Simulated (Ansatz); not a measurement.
Relaxation of H4MgSiTe (7 atoms, charge 0, multiplicity 1), to a largest force component of 0.015 eV/Å in at most 40 steps.

These are results of RKS B3LYP/def2-SVP in Ansatz, not measurements.

```xyz
7
Properties=species:S:1:pos:R:3
Si -1.040 0.837 -0.255
Mg 0.992 0.114 0.989
Te 2.851 -1.717 1.166
H -1.854 -0.363 -0.581
H -0.722 1.436 -1.574
H -1.998 1.778 0.356
H 1.772 -2.085 -0.101
```

**Question.** Where does it end, and by what steps?

**Answer.** The forces met the threshold. The force dipped under the threshold on the way, but the program's further checks kept it going. After 9 steps the energy has fallen by 0.262 eV; H7 moved furthest, 1.17 Å.

| step | energy less start (eV) | largest force component (eV/Å) | accepted |
| --- | --- | --- | --- |
| 0 | 0.0000 | 0.368 | yes |
| 1 | -0.0918 | 0.165 | yes |
| 2 | -0.1327 | 0.230 | yes |
| 3 | -0.1751 | 0.281 | yes |
| 4 | -0.2141 | 0.224 | yes |
| 5 | -0.2493 | 0.057 | yes |
| 6 | -0.2613 | 0.031 | yes |
| 7 | -0.2573 | 0.072 | no |
| 8 | -0.2624 | 0.008 | yes |
| 9 | -0.2625 | 0.007 | yes |

```xyz
7
Properties=species:S:1:pos:R:3
Si -1.272 0.938 -0.386
Mg 0.819 -0.298 0.485
Te 2.974 -1.556 1.401
H -2.385 -0.002 -0.742
H -0.993 1.748 -1.617
H -1.834 1.891 0.627
H 2.692 -2.723 0.231
```

Whether the end is a true minimum wasn't checked by a vibrational analysis.

The run took 94 s on 1 thread of Intel(R) Xeon(R) Processor @ 2.50GHz (Skylake/Cascade Lake), on a shared host, peak memory 0.18 GiB.
